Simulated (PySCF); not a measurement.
**Computed properties of OZn, SMILES [O]=[Zn]**

OZn, SMILES [O]=[Zn]. Geometry: PBE0-D3(BJ)/def2-TZVPD. The values are those of a single conformer. All values are computed for the isolated molecule unless a solvent is named; none is compared with measurement here.

**Structure.** The optimised structure has C∞v symmetry. All 1 harmonic modes at PBE0-D3(BJ)/def2-TZVPD (PySCF) are real, so it is a minimum.

**Vibrations.** The strongest infrared lines (harmonic, unscaled, degenerate partners summed) lie at 749 cm⁻¹ (10 km/mol, O 80 %, Zn 20 %). The softest mode is at 749 cm⁻¹ and the zero-point energy is 1.1 kcal/mol.

**Electronic structure.** PBE0/def2-TZVPD (PySCF) places the frontier levels at -7.09 and -4.22 eV, a gap of 2.87 eV, and gives a dipole moment of 6.00 D and a mean polarisability of 38.2 bohr³.

**Excitations.** TDA-ωB97X/def2-TZVPD (PySCF) has S1 at 1.04 eV (1191 nm, f = 0.008, weak); the most intense of the 10 singlets computed lies at 7.36 eV (f = 0.42). Strengths of degenerate partners are summed. T1 (TDA) is at 0.41 eV, 0.63 eV under S1.
